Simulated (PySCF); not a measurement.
Compound: C4H9ClOSi.
Structure used (PBE0-D3(BJ)/def2-SVP), in Å, numbered top down from 1:
```
atom  x, y, z in Å
C1    -2.4103    0.5726    0.3086
C2    -1.6173   -0.4225   -0.0983
C3    -0.5286   -1.0505    0.7079
Si4    1.1695   -0.6079    0.0386
O5     1.2383   -1.1731   -1.5264
C6     1.4048    1.2684   -0.0198
Cl7    2.8603    1.6002   -1.0282
H8    -3.1689    1.0032   -0.3497
H9    -2.3359    0.9875    1.3195
H10   -1.7285   -0.8021   -1.1215
H11   -0.6049   -2.1522    0.6859
H12   -0.5812   -0.7429    1.7664
H13    2.2512   -1.1877    0.8932
H14    1.9275   -0.7536   -2.0554
H15    1.5714    1.7278    0.9651
H16    0.5484    1.7668   -0.4971
```

Method: core-valence-separated Tamm–Dancoff BHandHLYP/aug-pcX-1 (pcseg-1 on H, def2-SVPD on Cl, def2-SVPD on Si) in PySCF, non-relativistic, gas phase, PBE0-D3(BJ)/def2-SVP geometry. Absolute energies from this functional tend to lie a few eV below measured edges; no shift was applied.

The lowest roots of each edge with f over 0.003 (five at most, numbered afresh; weaker and dark ones are left out), with transition dipoles (au) in the frame of the coordinates:

| root | edge | E (eV) | f | μx | μy | μz |
| --- | --- | --- | --- | --- | --- | --- |
| 1 | C | 282.65 | 0.0556 | 0.0597 | 0.0603 | -0.0287 |
| 2 | C | 282.80 | 0.0653 | -0.0631 | -0.0660 | 0.0327 |
| 3 | C | 284.16 | 0.0629 | -0.0775 | -0.0175 | 0.0522 |
| 4 | C | 285.52 | 0.0087 | 0.0100 | -0.0101 | 0.0322 |
| 5 | C | 285.56 | 0.0088 | 0.0187 | -0.0272 | -0.0129 |
| 6 | O | 532.16 | 0.0138 | 0.0263 | 0.0184 | -0.0053 |
| 7 | O | 533.67 | 0.0239 | -0.0034 | -0.0029 | 0.0425 |
| 8 | O | 534.06 | 0.0084 | -0.0219 | -0.0104 | 0.0071 |
| 9 | O | 534.15 | 0.0099 | 0.0126 | -0.0244 | 0.0015 |
| 10 | O | 534.40 | 0.0071 | 0.0034 | -0.0094 | -0.0210 |

Task: Molecules are fixed in this frame and the field points along (0, 1, 1)/√2. What effective strengths 3 f cos²θ do the roots have (θ between field and μ)?

Result: root 1 (C1): 0.010, root 2 (C2): 0.012, root 3 (C6): 0.013, root 4 (C3): 0.005, root 5 (C1): 0.017, root 6 (O5): 0.003, root 7 (O5): 0.031, root 8 (O5): 0.000, root 9 (O5): 0.010, root 10 (O5): 0.018. Root 7 is the strongest. Averaged over all orientations cos²θ is 1/3, which gives f back.

Hardware: one thread of an AMD EPYC 9R45, on a shared host. Cost: 15 s, 1.1 GiB resident at most.

One conformer stands for the species.
